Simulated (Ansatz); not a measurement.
Ansatz (an electronic-structure program) input (B3LYP/6-31G*):

Ansatz 0.2 input:
```yaml
crystal:
  periodic: [false, false, false]
  atoms:
    - {symbol: C, position_ang: [1.38678248, -0.66164927, 0.01093013]}
    - {symbol: B, position_ang: [-0.00261967, 0.01514763, 0.00529257]}
    - {symbol: O, position_ang: [-1.15392006, -0.59739274, -0.44796160]}
    - {symbol: O, position_ang: [-0.11180761, 1.29858489, 0.47518394]}
    - {symbol: H, position_ang: [2.27078108, -0.14471418, 0.37677014]}
    - {symbol: H, position_ang: [1.57175058, -1.67560132, -0.34151509]}
    - {symbol: H, position_ang: [-0.99353595, -1.49724332, -0.76146289]}
    - {symbol: H, position_ang: [-1.03077086, 1.60217908, 0.41638550]}
basis:
  gaussian:
    orbitals: 6-31G*
hamiltonian:
  xc: {name: B3LYP}
magnetization: {spin_polarized: true, initial_magnetization: 1}
phonons: {temperatures: {t_min: 298.15, t_max: 298.15, t_step: 100}}
```

Output:

```
Functional definition: B3LYP
integrals: 0.02 GiB planned
738 factors; integrals over basis functions are off by at most 4.7e-4 eV
mean field: 0.28 GiB planned
mean field evaluation 1: about -5866.5384 eV, gradient 4.5e1 eV
mean field evaluation 2: about -5860.2139 eV, gradient 6.2e1 eV
mean field evaluation 4: about -5873.7958 eV, gradient 1.3e0 eV
mean field evaluation 8: about -5873.8137 eV, gradient 5.0e-2 eV
mean field evaluation 16: about -5873.8137 eV, gradient 2.4e-5 eV
mean field -5873.81371673 eV, -215.8586726758 hartree, gradient 2.4e-5 eV, S^2 0.753025; 0 other end points of the search recorded, 0 dependent functions left out
the calculation of the forces begins
reference -5873.81388921 eV, -215.8586790145 hartree; 16, 15 occupied and 52, 53 virtual orbitals, 738 factors
these checks for a lower state are left out or cut short: stability, starts, cluster_reference, orbital_swaps, neighbouring_geometries, increment
integrals: 0.02 GiB planned
738 factors; integrals over basis functions are off by at most 4.7e-4 eV
mean field: 0.28 GiB planned
mean field -5873.81354029 eV, -215.8586661918 hartree, gradient 1.4e-6 eV, S^2 0.753027; 0 other end points of the search recorded, 0 dependent functions left out
the calculation of the forces begins
reference -5873.81371279 eV, -215.8586725311 hartree; 16, 15 occupied and 52, 53 virtual orbitals, 738 factors
these checks for a lower state are left out or cut short: stability, starts, cluster_reference, orbital_swaps, neighbouring_geometries, increment
integrals: 0.02 GiB planned
738 factors; integrals over basis functions are off by at most 4.6e-4 eV
mean field: 0.28 GiB planned
mean field -5873.81354010 eV, -215.8586661850 hartree, gradient 1.7e-6 eV, S^2 0.753023; 0 other end points of the search recorded, 0 dependent functions left out
the calculation of the forces begins
reference -5873.81371257 eV, -215.8586725232 hartree; 16, 15 occupied and 52, 53 virtual orbitals, 738 factors
these checks for a lower state are left out or cut short: stability, starts, cluster_reference, orbital_swaps, neighbouring_geometries, increment
integrals: 0.02 GiB planned
738 factors; integrals over basis functions are off by at most 4.7e-4 eV
mean field: 0.28 GiB planned
mean field evaluation 32: about -5873.8033 eV, gradient 9.9e-2 eV
mean field -5873.81362290 eV, -215.8586692276 hartree, gradient 1.0e-6 eV, S^2 0.753022; 0 other end points of the search recorded, 0 dependent functions left out
the calculation of the forces begins
reference -5873.81379539 eV, -215.8586755667 hartree; 16, 15 occupied and 52, 53 virtual orbitals, 738 factors
these checks for a lower state are left out or cut short: stability, starts, cluster_reference, orbital_swaps, neighbouring_geometries, increment
integrals: 0.02 GiB planned
738 factors; integrals over basis functions are off by at most 4.7e-4 eV
mean field: 0.28 GiB planned
mean field -5873.81362455 eV, -215.8586692884 hartree, gradient 1.1e-6 eV, S^2 0.753027; 0 other end points of the search recorded, 0 dependent functions left out
the calculation of the forces begins
reference -5873.81379703 eV, -215.8586756267 hartree; 16, 15 occupied and 52, 53 virtual orbitals, 738 factors
these checks for a lower state are left out or cut short: stability, starts, cluster_reference, orbital_swaps, neighbouring_geometries, increment
integrals: 0.02 GiB planned
738 factors; integrals over basis functions are off by at most 4.7e-4 eV
mean field: 0.28 GiB planned
mean field -5873.81353059 eV, -215.8586658353 hartree, gradient 8.8e-7 eV, S^2 0.753025; 0 other end points of the search recorded, 0 dependent functions left out
the calculation of the forces begins
reference -5873.81370310 eV, -215.8586721748 hartree; 16, 15 occupied and 52, 53 virtual orbitals, 738 factors
these checks for a lower state are left out or cut short: stability, starts, cluster_reference, orbital_swaps, neighbouring_geometries, increment
integrals: 0.02 GiB planned
738 factors; integrals over basis functions are off by at most 4.7e-4 eV
mean field: 0.28 GiB planned
mean field -5873.81352994 eV, -215.8586658116 hartree, gradient 8.5e-7 eV, S^2 0.753024; 0 other end points of the search recorded, 0 dependent functions left out
the calculation of the forces begins
reference -5873.81370240 eV, -215.8586721494 hartree; 16, 15 occupied and 52, 53 virtual orbitals, 738 factors
these checks for a lower state are left out or cut short: stability, starts, cluster_reference, orbital_swaps, neighbouring_geometries, increment
integrals: 0.02 GiB planned
738 factors; integrals over basis functions are off by at most 4.7e-4 eV
mean field: 0.28 GiB planned
mean field -5873.81361425 eV, -215.8586689099 hartree, gradient 2.6e-6 eV, S^2 0.753022; 0 other end points of the search recorded, 0 dependent functions left out
[...]
the calculation of the forces begins
reference -5873.81384841 eV, -215.8586775149 hartree; 16, 15 occupied and 52, 53 virtual orbitals, 738 factors
these checks for a lower state are left out or cut short: stability, starts, cluster_reference, orbital_swaps, neighbouring_geometries, increment
integrals: 0.02 GiB planned
738 factors; integrals over basis functions are off by at most 4.6e-4 eV
mean field: 0.28 GiB planned
mean field -5873.81361024 eV, -215.8586687624 hartree, gradient 1.3e-6 eV, S^2 0.753017; 0 other end points of the search recorded, 0 dependent functions left out
the calculation of the forces begins
reference -5873.81378271 eV, -215.8586751005 hartree; 16, 15 occupied and 52, 53 virtual orbitals, 738 factors
these checks for a lower state are left out or cut short: stability, starts, cluster_reference, orbital_swaps, neighbouring_geometries, increment
integrals: 0.02 GiB planned
738 factors; integrals over basis functions are off by at most 4.7e-4 eV
mean field: 0.28 GiB planned
mean field evaluation 160: about -5873.8136 eV, gradient 2.2e-6 eV
mean field -5873.81361186 eV, -215.8586688219 hartree, gradient 2.2e-6 eV, S^2 0.753032; 0 other end points of the search recorded, 0 dependent functions left out
the calculation of the forces begins
reference -5873.81378436 eV, -215.8586751612 hartree; 16, 15 occupied and 52, 53 virtual orbitals, 738 factors
these checks for a lower state are left out or cut short: stability, starts, cluster_reference, orbital_swaps, neighbouring_geometries, increment
integrals: 0.02 GiB planned
738 factors; integrals over basis functions are off by at most 4.7e-4 eV
mean field: 0.28 GiB planned
mean field -5873.81370751 eV, -215.8586723372 hartree, gradient 2.8e-6 eV, S^2 0.753025; 0 other end points of the search recorded, 0 dependent functions left out
the calculation of the forces begins
reference -5873.81388000 eV, -215.8586786758 hartree; 16, 15 occupied and 52, 53 virtual orbitals, 738 factors
these checks for a lower state are left out or cut short: stability, starts, cluster_reference, orbital_swaps, neighbouring_geometries, increment
integrals: 0.02 GiB planned
738 factors; integrals over basis functions are off by at most 4.7e-4 eV
mean field: 0.28 GiB planned
mean field -5873.81370681 eV, -215.8586723113 hartree, gradient 2.9e-6 eV, S^2 0.753024; 0 other end points of the search recorded, 0 dependent functions left out
the calculation of the forces begins
reference -5873.81387930 eV, -215.8586786501 hartree; 16, 15 occupied and 52, 53 virtual orbitals, 738 factors
these checks for a lower state are left out or cut short: stability, starts, cluster_reference, orbital_swaps, neighbouring_geometries, increment
integrals: 0.02 GiB planned
738 factors; integrals over basis functions are off by at most 4.7e-4 eV
mean field: 0.28 GiB planned
mean field -5873.81356080 eV, -215.8586669455 hartree, gradient 1.1e-6 eV, S^2 0.753024; 0 other end points of the search recorded, 0 dependent functions left out
the calculation of the forces begins
reference -5873.81373324 eV, -215.8586732826 hartree; 16, 15 occupied and 52, 53 virtual orbitals, 738 factors
these checks for a lower state are left out or cut short: stability, starts, cluster_reference, orbital_swaps, neighbouring_geometries, increment
integrals: 0.02 GiB planned
738 factors; integrals over basis functions are off by at most 4.7e-4 eV
mean field: 0.28 GiB planned
mean field -5873.81356234 eV, -215.8586670021 hartree, gradient 1.8e-6 eV, S^2 0.753025; 0 other end points of the search recorded, 0 dependent functions left out
the calculation of the forces begins
reference -5873.81373486 eV, -215.8586733423 hartree; 16, 15 occupied and 52, 53 virtual orbitals, 738 factors
these checks for a lower state are left out or cut short: stability, starts, cluster_reference, orbital_swaps, neighbouring_geometries, increment
integrals: 0.02 GiB planned
738 factors; integrals over basis functions are off by at most 4.7e-4 eV
mean field: 0.28 GiB planned
mean field evaluation 192: about -5873.8137 eV, gradient 1.3e-6 eV
mean field -5873.81370817 eV, -215.8586723613 hartree, gradient 1.3e-6 eV, S^2 0.753025; 0 other end points of the search recorded, 0 dependent functions left out
the calculation of the forces begins
reference -5873.81388064 eV, -215.8586786996 hartree; 16, 15 occupied and 52, 53 virtual orbitals, 738 factors
these checks for a lower state are left out or cut short: stability, starts, cluster_reference, orbital_swaps, neighbouring_geometries, increment
integrals: 0.02 GiB planned
738 factors; integrals over basis functions are off by at most 4.7e-4 eV
mean field: 0.28 GiB planned
mean field -5873.81370837 eV, -215.8586723689 hartree, gradient 1.2e-6 eV, S^2 0.753024; 0 other end points of the search recorded, 0 dependent functions left out
the calculation of the forces begins
reference -5873.81388087 eV, -215.8586787080 hartree; 16, 15 occupied and 52, 53 virtual orbitals, 738 factors
these checks for a lower state are left out or cut short: stability, starts, cluster_reference, orbital_swaps, neighbouring_geometries, increment
integrals: 0.02 GiB planned
738 factors; integrals over basis functions are off by at most 4.7e-4 eV
mean field: 0.28 GiB planned
mean field -5873.81369235 eV, -215.8586717799 hartree, gradient 2.2e-6 eV, S^2 0.753025; 0 other end points of the search recorded, 0 dependent functions left out
the calculation of the forces begins
reference -5873.81386488 eV, -215.8586781204 hartree; 16, 15 occupied and 52, 53 virtual orbitals, 738 factors
these checks for a lower state are left out or cut short: stability, starts, cluster_reference, orbital_swaps, neighbouring_geometries, increment
integrals: 0.02 GiB planned
738 factors; integrals over basis functions are off by at most 4.7e-4 eV
mean field: 0.28 GiB planned
mean field -5873.81369193 eV, -215.8586717646 hartree, gradient 2.3e-6 eV, S^2 0.753024; 0 other end points of the search recorded, 0 dependent functions left out
the calculation of the forces begins
reference -5873.81386437 eV, -215.8586781015 hartree; 16, 15 occupied and 52, 53 virtual orbitals, 738 factors
these checks for a lower state are left out or cut short: stability, starts, cluster_reference, orbital_swaps, neighbouring_geometries, increment
integrals: 0.02 GiB planned
738 factors; integrals over basis functions are off by at most 4.7e-4 eV
mean field: 0.28 GiB planned
mean field -5873.81364379 eV, -215.8586699955 hartree, gradient 2.7e-6 eV, S^2 0.753024; 0 other end points of the search recorded, 0 dependent functions left out
the calculation of the forces begins
reference -5873.81381628 eV, -215.8586763342 hartree; 16, 15 occupied and 52, 53 virtual orbitals, 738 factors
these checks for a lower state are left out or cut short: stability, starts, cluster_reference, orbital_swaps, neighbouring_geometries, increment
integrals: 0.02 GiB planned
738 factors; integrals over basis functions are off by at most 4.7e-4 eV
mean field: 0.28 GiB planned
mean field evaluation 224: about -5873.8136 eV, gradient 1.9e-6 eV
mean field -5873.81364440 eV, -215.8586700179 hartree, gradient 1.9e-6 eV, S^2 0.753025; 0 other end points of the search recorded, 0 dependent functions left out
the calculation of the forces begins
reference -5873.81381689 eV, -215.8586763566 hartree; 16, 15 occupied and 52, 53 virtual orbitals, 738 factors
Total energy: -5873.81388921 eV, -215.8586790145 hartree
Atom 0 at     1.386782    -0.661649     0.010930 Å, force    -0.000498    -0.000124    -0.000142 eV/Å
Atom 1 at    -0.002620     0.015148     0.005293 Å, force     0.000484     0.000292     0.000204 eV/Å
Atom 2 at    -1.153920    -0.597393    -0.447962 Å, force    -0.000083    -0.000122    -0.000062 eV/Å
Atom 3 at    -0.111808     1.298585     0.475184 Å, force    -0.000033    -0.000181    -0.000075 eV/Å
Atom 4 at     2.270781    -0.144714     0.376770 Å, force     0.000041     0.000116     0.000052 eV/Å
Atom 5 at     1.571751    -1.675601    -0.341515 Å, force     0.000209    -0.000130    -0.000010 eV/Å
Atom 6 at    -0.993536    -1.497243    -0.761463 Å, force    -0.000032     0.000043     0.000010 eV/Å
Atom 7 at    -1.030771     1.602179     0.416386 Å, force    -0.000088     0.000105     0.000024 eV/Å
Dipole moment:    -0.061245    -0.300441    -0.126515 e Å
Vibrations: 250.67 331.88 439.81 484.79 500.88 613.26 707.36 814.91 841.52 1020.16 1046.83 1369.64 1433.64 1494.87 3148.69 3233.28 3764.82 3807.23 cm⁻¹, zero-point energy 1.568664 eV
```

The blocks after the first are displaced geometries, from whose forces the wavenumbers follow.
